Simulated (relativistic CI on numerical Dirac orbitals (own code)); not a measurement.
## W²⁹⁺: q coefficients and field-shift factors

Computed by Dirac-Coulomb-Breit CI, orbitals from a KLI potential per configuration, derivatives by finite differences, unscaled Slater integrals, QED left out (own radial code, finite nucleus).

Configurations in the expansion (outside the closed core [Ar] 3d10): 4s2 4p6 4d9, 4s2 4p5 4d10, 4s2 4p6 4d8 4f, 4s 4p6 4d10, 4s2 4p5 4d9 4f, 4s 4p6 4d9 4f, 4s2 4p6 4d8 5s, 4s2 4p6 4d8 5p. Levels of other configurations are missing.

With x = (α/α₀)² − 1 an excitation energy changes as ω = ω₀ + qx; K = 2q/ω₀ is the relative enhancement. Terms are leading LS components, so labels can repeat. The field-shift factor is F = δν/δ⟨r²⟩ for the transition from the lowest level.

Lowest level 4s2 4p6 4d9 2D_5/2.

| Level | ω₀ (cm⁻¹) | q (cm⁻¹) | K | F (GHz/fm²) |
| --- | --- | --- | --- | --- |
| 4s2 4p6 4d9 2D_3/2 | 132615 | 134200 | 2.02 | 3.58 |
| 4s2 4p5 4d10 2P°_3/2 | 1455654 | 153400 | 0.211 | 12.6 |
| 4s2 4p6 4d8 4f 4F°_5/2 | 1540336 | 1007 | 0.00131 | 19.7 |
| 4s2 4p6 4d8 4f 4F°_7/2 | 1547046 | 8822 | 0.0114 | 20 |
| 4s2 4p6 4d8 4f 4D°_3/2 | 1556648 | 8300 | 0.0107 | 19.7 |
| 4s2 4p6 4d8 4f 4F°_9/2 | 1569137 | 19070 | 0.0243 | 20.6 |
| 4s2 4p6 4d8 4f 2F°_5/2 | 1571368 | 11340 | 0.0144 | 20 |
| 4s2 4p6 4d8 4f 4I°_13/2 | 1575689 | -317.5 | -0.000403 | 20.1 |
| 4s2 4p6 4d8 4f 4H°_11/2 | 1587056 | 6193 | 0.0078 | 20.3 |
| 4s2 4p6 4d8 4f 2P°_1/2 | 1588355 | 33470 | 0.0421 | 20.6 |
| 4s2 4p6 4d8 4f 4I°_15/2 | 1589623 | 26570 | 0.0334 | 21.2 |
| 4s2 4p6 4d8 4f 4D°_7/2 | 1593474 | 21550 | 0.027 | 20.3 |
| 4s2 4p6 4d8 4f 2G°_9/2 | 1600870 | 18270 | 0.0228 | 20.8 |
| 4s2 4p6 4d8 4f 2D°_3/2 | 1601884 | 19940 | 0.0249 | 20.6 |
| 4s2 4p6 4d8 4f 4H°_13/2 | 1604825 | 28530 | 0.0356 | 21.1 |
| 4s2 4p6 4d8 4f 2H°_9/2 | 1623389 | 9832 | 0.0121 | 20.2 |
| 4s2 4p6 4d8 4f 2G°_7/2 | 1624826 | 23650 | 0.0291 | 20.2 |
| 4s2 4p6 4d8 4f 4G°_11/2 | 1626437 | 30610 | 0.0376 | 21.3 |
| 4s2 4p6 4d8 4f 2P°_1/2 | 1630982 | 13170 | 0.0162 | 19.2 |
| 4s2 4p6 4d8 4f 4P°_5/2 | 1646236 | 47450 | 0.0576 | 21.7 |
| 4s2 4p6 4d8 4f 2P°_3/2 | 1649979 | 58360 | 0.0707 | 21.8 |
| 4s2 4p6 4d8 4f 2G°_9/2 | 1652356 | 34990 | 0.0424 | 21.1 |
| 4s2 4p6 4d8 4f 4F°_3/2 | 1659479 | 125000 | 0.151 | 23.4 |

At this charge energies of transitions that change n are usually good to better than 1 %, and those within a shell (Δn = 0) to a few per cent.
